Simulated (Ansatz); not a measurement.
Reaction (redistribution): `[OH][Ti]([F])([Cl])[Cl]` + `N[Si@H](Cl)O[Si@@H](N)O` → `[F][Ti]([Cl])([Cl])[Cl]` + `N[Si@H](O)O[Si@@H](N)O`

Isolated molecules relaxed with PBE0-D4/def2-TZVP in Ansatz; ΔE leaves out vibrations. CBS: MP2 limit from def2 TZ/QZ plus the TZ coupled-cluster correction, frozen cores. DFT in def2-TZVPP. B3LYP here is the variant with VWN-RPA as its local correlation; programs differ in this. For Ti outer-core shells are correlated without core-valence functions, which leaves a few kJ/mol of doubt a bond. Scalar relativity is left out up to krypton. One conformer a species, not always the lowest.

```tsv
level	ΔE (kcal/mol)	difference from CCSD(T)/CBS
PBE-D4	-5.1	1.1
B3LYP-D4	-5.5	0.7
PBE0	-5.1	1.1
HF/def2-TZVPP	-4.1	2.1
MP2/def2-TZVPP	-7.4	-1.2
CCSD/def2-TZVPP	-5.1	1.1
MP2/def2-QZVPP	-7.4	-1.2
SCS-MP2/def2-QZVPP	-6.6	-0.4
HF/CBS(def2)	-4.6	1.6
MP2/CBS(def2)	-7.1	-0.9
CCSD(T)/CBS	-6.2	0
```

Largest T1 diagnostic among the species: 0.024, so the coupled-cluster value is less sure than usual.

In def2-TZVPP, CCSD(T) changes the Hartree–Fock value by −2.3 kcal/mol (the triples alone add −1.4 kcal/mol) and MP2 by −3.3 kcal/mol.
